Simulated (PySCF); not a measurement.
**Correlation energy of Zr³⁴⁺ (zirconium, charge +34)**

[He] 2s2 2p2, high-spin 3P determinant. Computed with PySCF 2.14 in an uncontracted even-tempered set (19 s from 12 bohr⁻², ratio 2.2; 12 p from 15 bohr⁻², ratio 2.2; 6 d from 61 bohr⁻², ratio 2.4; 5 f from 92 bohr⁻², ratio 2.4; 4 g from 140 bohr⁻², ratio 2.4), with the spin-free X2C one-electron Hamiltonian (Gaussian nucleus). Frozen: nothing; 6 electrons correlated; the 14 highest virtual orbitals of each spin left out.

MP2 pair energies summed by pair of shells (mhartree):

```tsv
pair	energy	share (%)
2s-2s	-69.09	30.6
2s-2p	-68.46	30.4
1s-1s	-45.03	20.0
1s-2p	-18.90	8.4
1s-2s	-14.23	6.3
2p-2p	-9.79	4.3
```

Total MP2 correlation energy: -225.50 mhartree.

At this charge the one-electron X2C treatment keeps the bare 1/r₁₂, with no two-electron picture change or Breit term. That inflates the 1s pair energies well beyond their four-component values; and a scalar Hamiltonian misses the large spin-orbit splitting of the p shells, which matters for ns² → np² pairs.

Spin-orbit coupling is strong in this species, so the high-spin LS determinant is a model state.
